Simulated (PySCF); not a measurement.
A structure optimised at PBE-D3(BJ)/def2-SVP, used in a PySCF frequency run:

```xyz
8

C     -0.8843     2.1989     0.0000
C     -0.2432     1.1542     0.0000
C      0.5066    -0.0495     0.0000
F      1.8546     0.0688     0.0000
C     -0.0169    -1.3005     0.0000
F     -1.3351    -1.5051     0.0000
H     -1.4527     3.1188     0.0000
H      0.6035    -2.2105     0.0000
```

Question: Write its SMILES, formula and point group.

Answer: C#C/C(F)=C\F, C4H2F2, Cs

Question: What are its rotational constants (standard atomic weights)?

Answer: 4.4625, 3.2851, 1.8922 GHz
